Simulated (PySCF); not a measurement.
Isomers of C5H7OP, one GFN2-xTB conformer each. Single-point energies are computed at PBE0/pcSseg-1 (PySCF, gas phase, no added dispersion term), electronic only.

```json
{"SMILES": "Cc1coc(C)p1", "GFN2-xTB relative energy (kJ/mol)": "0.0"}
{"SMILES": "CCc1cocp1", "GFN2-xTB relative energy (kJ/mol)": "14.9"}
{"SMILES": "C=CC1=C(OC)P1", "GFN2-xTB relative energy (kJ/mol)": "251.6"}
```

Conformers: `[CH3:1][CH2:2][c:3]1[cH:4][o:5][cH:6][p:7]1` with C1–C2–C3–C4 112°; `[CH2:1]=[CH:2][C:3]1=[C:4]([O:5][CH3:6])[PH:7]1` with C1–C2–C3–C4 180°, C3–C4–O5–C6 176°.

**Question.** What does PBE0/pcSseg-1 give for the same structures?

**Answer.** 
```tsv
SMILES	PBE0/pcSseg-1 E (Eh)	PBE0/pcSseg-1 (kJ/mol)	GFN2-xTB (kJ/mol)	point group
Cc1coc(C)p1	-610.81487	0.0	0.0	–
CCc1cocp1	-610.80628	22.6	14.9	C1
C=CC1=C(OC)P1	-610.71869	252.5	251.6	–
```

Both levels put the same isomer lowest; measured from each level's own lowest isomer, the values differ by up to 7.7 kJ/mol (CCc1cocp1: 14.9 against 22.6). As drawn, the lowest has an aromatic ring, which the highest lacks; the highest has a three-membered ring and a C=C bond outside aromatic rings, which the lowest lacks.

**Question.** Which frontier levels, dipoles and rotational constants go with these structures?

**Answer.** 
```tsv
SMILES	HOMO (eV, PBE0/pcSseg-1)	LUMO (eV)	dipole (D)	A, B, C (MHz)
Cc1coc(C)p1	-6.46	-0.62	0.99	4875, 1786, 1328
CCc1cocp1	-6.85	-0.81	1.25	4322, 1744, 1354
C=CC1=C(OC)P1	-5.95	-0.77	1.77	4498, 1305, 1026
```
